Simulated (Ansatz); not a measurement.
`CN(C)[Si](Cl)(Cl)Cl` from Hartree–Fock to CCSD(T)

Z-matrix (Å, degrees):
```
C
N 1 1.449
H 1 1.090 2 110.9
H 1 1.098 2 111.6 3 121.0
H 1 1.095 2 109.8 3 -119.2
C 2 1.449 1 113.1 3 178.2
Si 2 1.687 1 122.0 3 -21.4
H 6 1.095 2 109.8 1 -59.0
H 6 1.090 2 110.9 1 -178.2
H 6 1.098 2 111.6 1 60.9
Cl 7 2.035 2 109.9 1 160.6
Cl 7 2.035 2 109.9 1 40.1
Cl 7 2.048 2 114.1 1 -79.6
```

Charge 0, multiplicity 1. All single points use the PBE0-D4/def2-TZVP geometry. It is one conformer, not always the lowest. Frozen core, restricted reference, Ansatz.

```csv
basis,HF (Eh),MP2 corr.,CCSD corr.,(T),CCSD(T) total
def2-SVP,-1800.66641,-0.94177,-1.01408,-0.02655,-1801.70704
def2-TZVPP,-1801.39807,-1.24255,–,–,–
def2-QZVPP,-1801.45174,-1.34887,–,–,–
```
